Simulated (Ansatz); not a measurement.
CH₅NOZn. Total charge 0; spin multiplicity 1. The bonds changed during the relaxation, so this is another structure than the one it started from. The structure was optimised at the PBE0-D4/def2-TZVP level. It is one conformer, not always the lowest.

```xyz
9

N    -0.539    0.975    0.566
C    -0.322    0.070   -0.516
O     1.066    0.063   -0.793
Zn    1.894   -1.791    1.762
H    -1.477    1.345    0.569
H    -0.339    0.555    1.464
H    -0.889    0.435   -1.382
H     1.253   -0.687   -1.364
H    -0.648   -0.965   -0.308
```

(1) What is the dipole moment at PBE/def2-TZVPP? (Best estimate.)

(2) And with r2SCAN, B3LYP, ωB97M-V? (An estimate is asked.)

(3) Give the Mulliken charges with PBE, r2SCAN, B3LYP in def2-TZVPP. (Estimate.)

Answers

(1) Computed: 2.23 D, with components (-1.79, -1.23, -0.51) D in this frame, pointing from negative to positive charge.

(2) Ansatz gave: r2SCAN 2.30 D, B3LYP 2.36 D, ωB97M-V 2.35 D.

(3) Computed: 
```json
{"atom": "N1", "PBE": "-0.30", "r2SCAN": "-0.35", "B3LYP": "-0.30"}
{"atom": "C2", "PBE": "-0.01", "r2SCAN": "0.14", "B3LYP": "0.04"}
{"atom": "O3", "PBE": "-0.28", "r2SCAN": "-0.33", "B3LYP": "-0.32"}
{"atom": "Zn4", "PBE": "-0.02", "r2SCAN": "-0.02", "B3LYP": "-0.02"}
{"atom": "H5", "PBE": "0.14", "r2SCAN": "0.14", "B3LYP": "0.13"}
{"atom": "H6", "PBE": "0.14", "r2SCAN": "0.14", "B3LYP": "0.13"}
{"atom": "H7", "PBE": "0.09", "r2SCAN": "0.05", "B3LYP": "0.10"}
{"atom": "H8", "PBE": "0.17", "r2SCAN": "0.19", "B3LYP": "0.17"}
{"atom": "H9", "PBE": "0.07", "r2SCAN": "0.05", "B3LYP": "0.08"}
```

B3LYP here is the variant with VWN-RPA as its local correlation; programs differ in this.
